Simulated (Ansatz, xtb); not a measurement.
**C7H4N2: which of two isomers lies lower**

Structure I: `C#Cc1nc[nH]c1C#C`, a singlet. Structure II: `C#Cc1nccn1C#C`, a singlet. Both are isolated molecules in the gas phase, relaxed with B3LYP-D3(BJ)/def2-SVP.

Quicker runs give these differences E(II) − E(I): GFN2-xTB −0.022 eV; HF/STO-3G +0.464 eV (at GFN2-xTB geometries); r2SCAN-D4/def2-SVP +0.710 eV (at GFN2-xTB geometries).

Problem. Estimate which is lower in electronic energy at CCSD(T)/def2-SVP + ΔMP2/def2-TZVPP, and by roughly how much.

Solution. The CCSD(T)/def2-SVP + ΔMP2/def2-TZVPP calculation puts structure I lower, by 0.675 eV.

The same difference at several levels:

```tsv
level	geometry	E(II) − E(I) (eV)	departure from the last row (eV)	job, with rough time for the two
GFN2-xTB	GFN2-xTB	−0.022	−0.697	optimisation, 0.22 s
HF/STO-3G	GFN2-xTB	+0.464	−0.211	single point, 0.74 s
r2SCAN-D4/def2-SVP	GFN2-xTB	+0.710	+0.034	single point, 8.4 s
B3LYP-D3(BJ)/def2-SVP	B3LYP-D3(BJ)/def2-SVP	+0.655	−0.020	optimisation, 70 s
HF/def2-SVP	B3LYP-D3(BJ)/def2-SVP	+0.676	+0.001	part of the CCSD(T) run
MP2/def2-SVP	B3LYP-D3(BJ)/def2-SVP	+0.719	+0.044	part of the CCSD(T) run
CCSD(T)/def2-SVP	B3LYP-D3(BJ)/def2-SVP	+0.668	−0.007	single point
CCSD(T)/def2-SVP + ΔMP2/def2-TZVPP	B3LYP-D3(BJ)/def2-SVP	+0.675		single point, 3.9 min
```

As drawn, II has 1 C–N, 1 C–H in place of 1 C–C, 1 N–H.

GFN2-xTB finds them nearly level. The largest departure from CCSD(T)/def2-SVP + ΔMP2/def2-TZVPP is that of GFN2-xTB, 0.697 eV. The last row adds to CCSD(T) the change of the MP2 difference between the two basis sets, here +0.007 eV.

With thermal terms from frequencies at re-optimised GFN2-xTB minima (ideal gas, soft modes damped towards free rotors, one conformer each, 298.15 K, 1 atm): the zero-point term adds −0.008 eV; ΔH is +0.666 and ΔG +0.668 eV.

The correlated steps freeze 9 core orbitals. Programs: Ansatz 0.2.0, xtb 6.7.1; the last row on 2 threads of Arm Neoverse V1 on a shared host.
